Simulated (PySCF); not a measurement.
Compound: (SiH3)3P, H₉PSi₃.
Numbering: `[SiH3:1][P:2]([SiH3:3])[SiH3:4]` (hydrogens: H5, H6, H7 on Si1; H8, H9, H10 on Si3; H11, H12, H13 on Si4)

Computed, not measured: PBE0-D3(BJ)/def2-SVP geometry optimisation, gas phase (PySCF 2.14.0).

What internal coordinates does the optimisation give?

| bond | length (Å) | order |
| --- | --- | --- |
| Si1–P2, P2–Si3, P2–Si4 | 2.259 | single |
| Si1–H5 and 8 like bonds | 1.494 | single |

Bonds in one row agree within 0.01 Å and their mean is given. Orders are formal, as drawn. A selection of angles:
| angle | degrees |
| --- | --- |
| P2–Si1–H5 | 108.1 |
| P2–Si1–H6 | 113.0 |
| H5–Si1–H6 | 109.1 |
| Si1–P2–Si3 | 97.6 |

All 3 P–Si bonds measure 2.258 to 2.259 Å. Si1 (SiH3 silicon) is tetrahedral (angles from 108.0° to 113.0°). P2 (three-coordinate phosphorus) is pyramidal (angles 97.6°, 97.6° and 97.5°, sum 292.7°, 1.12 Å off the plane of its three neighbours).

Point group: C3v (tolerance 0.08 Å). Stationary, but not proved a minimum.

Time: 22 s of wall time; peak memory 0.52 GiB. Hardware: an Arm Neoverse V2 with one thread, no GPU (shared host). That covers the optimisation of the geometry.
